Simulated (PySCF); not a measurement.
Electron affinity of Te by level of theory

Te⁻ [Kr] 4d10 5s2 5p5 (2P) → Te [Kr] 4d10 5s2 5p4 (3P), as a difference of total energies. Calculation: PySCF 2.14, in aug-cc-pVQZ-PP with one added diffuse shell each of s, p, d, f, g type with ECP28MDF (8s8p6d4f3g, 117 functions); scalar relativity through the core potential. Correlated levels: valence: 4s2 4p6 4d10 frozen. The calculations carry no spin-orbit coupling.

```
           method  electron affinity (eV)
              UHF                   1.057
              LDA                   2.318
              PBE                   2.074
             PBE0                   2.027
           r2SCAN                   2.031
           M06-2X                   1.762
            wB97X                   2.138
          wB97X-V                   2.075
    MP2 (valence)                   1.940
SCS-MP2 (valence)                   1.955
```

How much does correlation contribute at MP2 (valence)?

1.940 − (1.057) = 0.883 eV, measured against UHF.

The reference lies between the lowest fine-structure levels, while these numbers refer to the centres of the terms.

Errors of the correlated levels include the incompleteness of this basis and the frozen core.

In the anion the highest occupied orbital energy is positive at LDA, PBE, r2SCAN, a self-interaction effect; the basis confines that electron, and the energy difference can still be sensible.

For comparison: 1.971 eV (measured; photodetachment measurements, as compiled on the Wikipedia data page of electron affinities).
